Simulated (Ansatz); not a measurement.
Z-matrix (Å, degrees):
```
C
H 1 1.0935
H 1 1.0953 2 106.33
C 1 1.5228 2 109.84 3 115.05
O 4 1.2157 1 122.96 2 149.66
N 4 1.3633 5 122.00 1 -178.80
H 6 1.0038 4 122.21 5 178.61
H 6 1.0061 7 119.12 4 175.35
C 1 1.5229 2 111.02 3 -119.78
H 9 1.0887 1 110.40 2 -178.46
H 9 1.0907 10 108.86 1 121.60
H 9 1.0908 10 107.57 11 117.15
```
Charge 0, spin multiplicity 1.

All values below come from frozen-core CCSD(T)/def2-TZVPP // B3LYP-D3(BJ)/def2-TZVP (Ansatz, a quantum-chemistry and plane-wave program).

| Property | Value |
|---|---|
| HF energy | -247.11768 Ha |
| MP2 correlation energy | -0.94763 Ha |

Problem. Estimate the CCSD correlation energy, the (T) correction, the total energy and the T1 diagnostic.

Solution. 
The CCSD correlation energy is -0.97930 Ha and the (T) correction is -0.04060 Ha. The CCSD(T) total energy comes out as -248.13758 Ha. The T1 diagnostic is 0.013.
